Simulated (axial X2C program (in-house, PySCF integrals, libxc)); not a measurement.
**Curves of NdCl⁺ from open-shell CI on f3 s1 d(πδ)0**

Computed with an axial X2C code built on PySCF integrals: two-component X2C with atomic mean-field Coulomb and Gaunt terms, basis Nd dyall-v3z, Cl dyall-v3z (cores contracted in-house). Orbitals come from Hartree–Fock averaged over the configuration Nd f3 s1 d(πδ)0; CI then distributes these electrons over the f, s, d(πδ) shells of Nd.

Scan along the bond; masses Nd 141.908 u, Cl 34.969 u. Energies in cm⁻¹ from the lowest point; levels are followed by energy order within each Ω. Lowest level at 2.442 Å: 100% f3 d(πδ)1.

```
R (Å)  (1)Ω=6  (1)Ω=5  (1)Ω=4  (1)Ω=3  (1)Ω=7
2.271    3604    4003    4352    4822    5119
2.357    1196    1574    1929    2394    2721
2.442      98     458     808    1265    1631
2.540       0     339     682    1125    1542
2.637     776    1097    1430    1858    2327
2.747    2369    2669    2990    3399    3929
2.882    4966    5238    5540    5921    6537
```

Question: Fit the curves (1)Ω=6, (1)Ω=5, (1)Ω=4, (1)Ω=3, (1)Ω=7 near their minima.

Answer: From the open-shell CI curves, Te from the lowest:

| level | Te (cm⁻¹) | Re (Å) | ωe (cm⁻¹) |
| --- | --- | --- | --- |
| (1)Ω=6 | 0 | 2.499 | 358.2 |
| (1)Ω=5 | 347 | 2.501 | 357.2 |
| (1)Ω=4 | 694 | 2.502 | 356.4 |
| (1)Ω=3 | 1142 | 2.503 | 355.1 |
| (1)Ω=7 | 1538 | 2.498 | 358.7 |

Without dynamic correlation distances can be off by several hundredths of an Å (long for ionic bonds, short for multiple bonds) and the wavenumbers are rough.

The 5 lowest curves are shown; the next is (1)Ω=2, from 1646 cm⁻¹.

Dynamic correlation is missing, so gaps between terms are too wide and other configurations may lie lower; the lowest level listed is that of this model, not necessarily the ground state. The lowest levels belong to f3 d(πδ)1, not to the averaged configuration, so orbitals and distance suit them less well. At most 4 roots were kept for each Ω > 0 (twice that for Ω = 0) within 2.2 eV of the lowest, so higher up levels can be missing between those listed; levels with Ω > 0 are doubly degenerate and listed once, Ω = 0 levels singly. States that fill the shells left empty in the average are placed too high.
